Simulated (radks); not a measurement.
Isoelectronic series with 17 electrons, all held in the configuration [Ne] 3s2 3p5, which need not be the ground one along the series. All-electron calculation, scalar-relativistic Kohn-Sham, PBE, spin-unpolarised, spherical densities, point nucleus. Program: a radial shooting solver on a logarithmic mesh with Libxc functionals. Total energies (hartree) and mean radii <r> (bohr):

\begin{tabular}{lrrrr}
ion & E (hartree) & 3p & 3s & 2p \\ \hline
Cl & -461.43332 & 1.844 & 1.536 & 0.4069 \\
Ca3+ & -677.77521 & 1.206 & 1.124 & 0.3274 \\
V6+ & -938.31705 & 0.9166 & 0.8881 & 0.2735 \\
Fe9+ & -1243.28429 & 0.7435 & 0.7355 & 0.2347 \\
Cu12+ & -1593.04016 & 0.6266 & 0.6279 & 0.2054 \\
Ge15+ & -1988.03605 & 0.5419 & 0.5478 & 0.1825 \\
Br18+ & -2428.80020 & 0.4775 & 0.4856 & 0.1640 \\
Sr21+ & -2915.93597 & 0.4268 & 0.4358 & 0.1489 \\
Nb24+ & -3450.12381 & 0.3857 & 0.3951 & 0.1363 \\
Ru27+ & -4032.12511 & 0.3518 & 0.3610 & 0.1255 \\
Ag30+ & -4662.78752 & 0.3232 & 0.3321 & 0.1163 \\
Sn33+ & -5343.05147 & 0.2988 & 0.3072 & 0.1083 \\
I36+ & -6073.95801 & 0.2777 & 0.2856 & 0.1012 \\
Ba39+ & -6856.6581 & 0.2593 & 0.2665 & 0.09499 \\
Pr42+ & -7692.4237 & 0.2431 & 0.2496 & 0.08942 \\
Sm45+ & -8582.6604 & 0.2287 & 0.2345 & 0.08442 \\
\end{tabular}
